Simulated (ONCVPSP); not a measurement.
# Transferability test, ONCV potential for iridium

| Item | Value |
| --- | --- |
| Element | iridium |
| Generator | ONCVPSP 4.0.1 |
| Type | optimised norm-conserving Vanderbilt (ONCV) |
| Functional | LDA (Perdew-Zunger) |
| Relativity | scalar-relativistic |
| Frozen core | [Kr] 4d10 |
| Valence charge | 31 |
| Reference configuration | 4f14 5s2 5p6 5d7 6s1.75 (charge +0.25) |
| Partial waves | 5s+6s: rc 1.75 bohr, ncon 4, nbas 7, qcut 8.5 1/bohr, 3 projectors, debl 0.8 Ha; 5p: rc 1.40 bohr, ncon 4, nbas 9, qcut 8.5 1/bohr, 3 projectors, debl 1.9 Ha; 5d: rc 1.75 bohr, ncon 4, nbas 8, qcut 9.3 1/bohr, 1 projector; 4f: rc 0.95 bohr, ncon 4, nbas 8, qcut 19.8 1/bohr, 2 projectors, debl 1.5 Ha |
| Local potential | polynomial inside 0.65 bohr (lpopt 3, dvloc0 0 Ha) |
| Core correction | none |

In the p channel the program set the typed energies aside and used -2.092, 0.250, 2.150 Ha. In the f channel the program set the typed energies aside and used -2.371, 0.250 Ha.

Energies are relative to the spin-unpolarised reference configuration 4f14 5s2 5p6 5d7 6s1.75; without spin polarisation the order of configurations can differ from experiment.

```
valence configuration  charge  ΔE all-electron (eV)  error AE − PS (meV)
 4f14 5s2 5p6 5d7 6s2       0                -1.865                 +0.6
 4f14 5s2 5p6 5d7 6s1      +1                 8.320                 -3.3
 4f14 5s2 5p6 5d7 6s0      +2                26.170                  -13
```

Problem. What are ΔE and the potential's error for 4f14 5s2 5p5 5d7 6s2?

Solution. ΔE = 59.329 eV all-electron; the error (AE − PS) is -49 meV.

Levels in the configuration 4f14 5s2 5p6 5d7 6s2:

```json
{"level": "4f", "all-electron (eV)": "-62.547", "pseudo (eV)": "-62.532"}
{"level": "5s", "all-electron (eV)": "-98.298", "pseudo (eV)": "-98.294"}
{"level": "5p", "all-electron (eV)": "-54.923", "pseudo (eV)": "-54.923"}
{"level": "5d", "all-electron (eV)": "-7.356", "pseudo (eV)": "-7.357"}
{"level": "6s", "all-electron (eV)": "-6.592", "pseudo (eV)": "-6.591"}
```

Note: ghosts flagged at negative energy: s at -245.4 eV; GHOST(+) flagged for p at 246.2 eV. A true bound ghost makes a file unfit for plane-wave use.
